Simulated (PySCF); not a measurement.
# How good is the calculation?

Numbering as in the mapped SMILES `[CH3:1][CH2:2][c:3]1[cH:4][cH:5][cH:6][n:7][cH:8]1` (H(Xn): hydrogen on atom n).

- GFN2-xTB geometry
- shielding tensors at PBE0/pcSseg-1 (GIAO)
- program: PySCF 2.14
- non-relativistic Hamiltonian, fast rotation and ring inversion assumed for equivalent nuclei, a single conformation, isolated molecule

Reference values: estimated from measurements, as parent shift plus tabulated substituent increment (solution, not stated per compound (mostly CDCl3 or CCl4); Pretsch, Buehlmann, Badertscher, Structure Determination of Organic Compounds, 4th ed. (2009)).
```tsv
atoms	quantity	reference	computed	computed, scaled
C8	δ ¹³C	149.4	155.4	149.8
C6	δ ¹³C	147.1	153.2	147.6
C3	δ ¹³C	139.1	145.5	140.1
C4	δ ¹³C	135.1	140.9	135.6
C5	δ ¹³C	123.2	128.3	123.2
H(C8)	δ ¹H	8.46	8.85	8.45
H(C6)	δ ¹H	8.42	8.83	8.43
H(C4)	δ ¹H	7.48	7.72	7.39
H(C5)	δ ¹H	7.19	7.37	7.05
```

Computed shifts are σ(ref) − σ with the named reference compound (TMS for H and C) calculated as an isolated molecule at the same level. The measured values may be among those fitted. Expected solution values come from regression of measured δ (H and C: mostly CDCl3, vs TMS) on computed σ: ¹³C (scatter 2.1 ppm rms, 2.3 ppm with the 2 outliers that the fit left out); ¹H (scatter 0.16 ppm rms, 0.17 ppm with the 2 outliers that the fit left out). Occasional misses reach two or three times the rms, and more in compound classes unlike the fitted ones.

Q: How far are the unscaled ¹³C shifts from the references?

A: Mean signed difference +5.88 ppm, mean absolute 5.88 ppm over 5 comparisons; the largest is +6.4 ppm at C3 (substituted aromatic carbon).

Q: How far are the unscaled ¹H shifts from the references?

A: Mean signed difference +0.30 ppm, mean absolute 0.30 ppm over 4 comparisons; the largest is +0.41 ppm at H(C6) (hydrogen on an aromatic CH next to a ring nitrogen).
